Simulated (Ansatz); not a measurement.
AlH$_{8}$NOSi$_{2}$ (`[AlH2][NH][SiH2]O[SiH3]`), relaxed with RKS PBE-D4/def2-SVP in Ansatz 0.2.0 from a rough embedded geometry. The force threshold is 0.03 eV/Å; the program also tests the step.

The species carries charge 0 and has multiplicity 1.

Start:

```xyz
13

Al   -0.608   -0.403    2.640
N    -0.757    0.502    1.037
Si    0.802    0.315    0.190
O     0.747    1.313   -1.287
Si   -0.020    0.227   -2.459
H    -1.873   -0.552    3.679
H     0.769   -1.113    3.100
H    -1.487    0.043    0.483
H     1.916    0.924    1.043
H     1.150   -1.066   -0.045
H     0.785   -1.022   -2.633
H    -0.034    0.957   -3.737
H    -1.388   -0.124   -2.012
```

How much energy does the relaxation release, and in how many steps? (Estimate.)

Ansatz gave: 1.10 eV, in 24 steps, 2 of them rejected.

Which bonds change most? (Best estimate.)

Ansatz gave: Si3–O4 from 1.784 to 1.678 Å; O4–Si5 from 1.773 to 1.671 Å; Si3–H10 from 1.443 to 1.506 Å; Al1–H6 from 1.643 to 1.597 Å.

Give the relaxed structure. (An estimate is asked.)

Ansatz gave: 
```xyz
13

Al   -0.729    0.080    2.896
N    -0.367   -0.711    1.310
Si    0.938   -0.384    0.200
O     0.475    0.610   -1.071
Si   -0.111    0.592   -2.635
H    -2.033   -0.411    3.676
H     0.287    1.195    3.414
H    -1.037   -1.421    0.986
H     2.000    0.344    0.964
H     1.447   -1.673   -0.391
H     0.363   -0.638   -3.369
H     0.383    1.818   -3.348
H    -1.618    0.598   -2.632
```
